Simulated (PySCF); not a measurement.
## Computed properties of C3H5ClGe, SMILES ClC=C=[CH][GeH3]

C₃H₅ClGe, SMILES ClC=C=[CH][GeH3]. Geometry optimised at r2SCAN-D4/def2-SVP. The structure was generated by enumeration; whether it is a known compound was not checked. Other conformers were not sampled. All values are computed for the isolated molecule unless a solvent is named; none is compared with measurement here.

**Structure.** All 24 harmonic modes at r2SCAN-D4/def2-SVP (PySCF) are real, so it is a minimum. With heavy atoms numbered as in [Cl:1][CH:2]=[C:3]=[CH:4][GeH3:5], the shortest bond between them is C3–C4 at 1.309 Å and the longest C4–Ge5 at 1.953 Å.

**Vibrations.** The strongest infrared lines (harmonic, unscaled, degenerate partners summed) lie at 828 cm⁻¹ (200 km/mol, H 96 %), 2149 cm⁻¹ (120 km/mol, H 99 %), 2153 cm⁻¹ (111 km/mol, H 98 %). The softest mode is at 71 cm⁻¹ and the zero-point energy is 38.0 kcal/mol.

**Electronic structure.** B3LYP/def2-TZVP (PySCF) places the frontier levels at -6.91 and -1.22 eV, a gap of 5.69 eV, and gives a dipole moment of 1.67 D and a mean polarisability of 85.1 bohr³. PBE/def2-TZVP (PySCF) at the same geometry gives -5.99 and -2.00 eV, so its gap is 1.70 eV narrower. An orbital gap is neither the optical nor the fundamental gap.

**Excitations.** TDDFT-ωB97X/def2-SVPD (PySCF) has S1 at 4.70 eV (264 nm, f = 0.000, dark); the most intense of the 10 singlets computed lies at 7.16 eV (f = 1.27). T1 (TDA) is at 4.28 eV. TDDFT-PBE/def2-SVPD (PySCF) puts S1 at 4.14 eV. No vertical singlet excitation falls in the visible range (under 3.1 eV).

**NMR.** GIAO shifts at KT2/pcSseg-1 (PySCF) (non-relativistic, atoms alike by connectivity averaged): ¹³C from 88.5 to 212.9 ppm against TMS; ¹H from 4.6 to 6.4 ppm against TMS. Without spin–orbit terms, shifts of atoms bonded to Cl or Br come out too high.
